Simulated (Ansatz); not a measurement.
The inner images of a band of BH$_{3}$OS$_{2}$ (7 atoms, charge 0, multiplicity 1) are given out of order.

Theory: RKS B3LYP-D4/def2-SVP (Ansatz).

Initial state:

```xyz
7
Properties=species:S:1:pos:R:3
O -1.254 0.690 0.414
B -0.069 0.044 0.280
S 0.798 -0.341 1.839
S 0.693 -0.452 -1.314
H -1.717 0.888 -0.408
H 1.874 -0.938 1.279
H -0.264 0.041 -2.136
```

Final state:

```xyz
7
Properties=species:S:1:pos:R:3
O -1.268 0.666 -0.124
B -0.077 0.037 0.047
S 0.599 -0.242 1.728
S 0.842 -0.528 -1.422
H -1.706 0.944 0.691
H 1.739 -0.863 1.354
H -0.066 -0.081 -2.320
```

Q: Put them in order from the first end to the last, with their energies above the first end.
A.
```xyz
7
Properties=species:S:1:pos:R:3
O -1.093 0.957 0.296
B -0.022 0.116 0.204
S 0.741 -0.329 1.797
S 0.688 -0.545 -1.350
H -1.916 0.666 -0.109
H 1.751 -1.090 1.323
H -0.088 0.157 -2.208
```
B.
```xyz
7
Properties=species:S:1:pos:R:3
O -1.169 0.812 -0.130
B -0.023 0.108 0.069
S 0.659 -0.205 1.742
S 0.835 -0.528 -1.406
H -1.811 0.826 0.587
H 1.679 -1.006 1.355
H -0.110 -0.076 -2.263
```
C.
```xyz
7
Properties=species:S:1:pos:R:3
O -1.055 1.015 0.113
B -0.006 0.137 0.154
S 0.690 -0.292 1.785
S 0.749 -0.557 -1.359
H -1.941 0.637 0.128
H 1.685 -1.103 1.357
H -0.060 0.095 -2.224
```
D.
```xyz
7
Properties=species:S:1:pos:R:3
O -1.177 0.823 0.392
B -0.050 0.079 0.252
S 0.793 -0.314 1.821
S 0.649 -0.549 -1.325
H -1.837 0.753 -0.305
H 1.833 -0.998 1.296
H -0.149 0.137 -2.177
```
E.
```xyz
7
Properties=species:S:1:pos:R:3
O -1.084 0.949 -0.050
B -0.005 0.130 0.112
S 0.666 -0.260 1.769
S 0.804 -0.543 -1.377
H -1.912 0.706 0.374
H 1.668 -1.074 1.361
H -0.077 0.024 -2.234
```

A: D (+1.0 kcal/mol), A (+4.1 kcal/mol), C (+6.0 kcal/mol), E (+3.9 kcal/mol), B (+0.1 kcal/mol).

The run took 3.9 min on 1 thread of Arm Neoverse V1 (shared host), peak memory 0.15 GiB.
